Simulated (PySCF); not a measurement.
C3H5GeN.
Bonds: C1–C2 (triple), C2–Ge3, Ge3–N4, N4–C5 (double). Hydrogens: H6 on C1; H7, H8 on Ge3; H9, H10 on C5.

Method: PySCF, PBE0-D3(BJ)/def2-SVP geometry optimisation, gas phase; density fitting, grid level 1; the optimiser is geomeTRIC in internal coordinates, started from a GFN2-xTB structure with every atom displaced at random (about 0.01 Å).

Step 0: E = -61174.4711 eV
```
atom  x, y, z in Å  |  force x, y, z in eV/Å
C1      2.4189   -0.5445    0.7111   -3.350   2.485  -2.096
C2      1.5375    0.1175    0.1521    1.175  -1.048   0.820
Ge3     0.0644    1.0307   -0.6775    1.352   0.041   0.383
N4     -1.5098    0.2525   -0.4060   -1.826  -0.884   0.198
C5     -1.8469   -0.7910    0.2214    0.905   0.637   0.040
H6      3.1688   -1.0512    1.1759    2.032  -1.431   1.256
H7      0.2755    1.0658   -2.1520    0.158  -0.013  -0.823
H8     -0.0314    2.4188   -0.1155   -0.018   0.558   0.271
H9     -1.1370   -1.4227    0.7834    0.160  -0.217   0.052
H10    -2.8897   -1.0968    0.2860   -0.587  -0.128  -0.102
```

Step 1: E = -61174.6872 eV
```
atom  x, y, z in Å  |  force x, y, z in eV/Å
C1      2.3110   -0.5731    0.7191   -0.043   0.181  -0.079
C2      1.4777    0.1056    0.1433   -0.006  -0.106   0.056
Ge3     0.0573    1.0710   -0.7063    0.212  -0.167   0.186
N4     -1.5730    0.2615   -0.4147   -0.217   0.349  -0.336
C5     -1.7782   -0.7907    0.2385    0.121  -0.173   0.337
H6      3.0836   -1.1290    1.2220   -0.052  -0.038  -0.011
H7      0.2927    1.1062   -2.2114    0.006  -0.022  -0.150
H8     -0.0148    2.4803   -0.1249   -0.027   0.090   0.059
H9     -0.9976   -1.3798    0.7631    0.080  -0.057  -0.027
H10    -2.8084   -1.1729    0.3501   -0.074  -0.057  -0.035
```

**Question.** Estimate the geometry and energy of step 2. (The exact step hangs on the optimiser's Hessian estimate; all steps are aligned on step 1, rigid shifts and turns removed.)

**Answer.** E = -61174.7002 eV, largest force 0.309 eV/Å
```
atom  x, y, z in Å  |  force x, y, z in eV/Å
C1      2.2704   -0.5842    0.7263    0.066   0.032   0.015
C2      1.4508    0.1036    0.1463   -0.059  -0.017  -0.012
Ge3     0.0511    1.0804   -0.7112    0.141   0.034   0.014
N4     -1.5847    0.2797   -0.4156   -0.288   0.096  -0.057
C5     -1.7462   -0.7756    0.2538    0.203  -0.176  -0.050
H6      3.0223   -1.1631    1.2337   -0.024  -0.025  -0.003
H7      0.2857    1.1001   -2.2257   -0.001   0.000   0.008
H8     -0.0181    2.4967   -0.1293    0.002  -0.007  -0.008
H9     -0.9221   -1.3517    0.7287   -0.041   0.008   0.058
H10    -2.7589   -1.2067    0.3720    0.001   0.054   0.034
```

The energy changes by -0.0130 eV. The first-order estimate −F·Δx gives -0.0223 eV and the mean of the old and new forces, exact on a quadratic surface, -0.0124 eV. The step makes an angle of 79° with the force vector and moves no atom by more than 0.088 Å.

What follows is the cost of the whole optimisation. The run took 52 s on one thread, Arm Neoverse N1 (aarch64), shared host with 64 logical CPUs at a one-minute load of 25, and the process peaked at 0.46 GiB of memory.
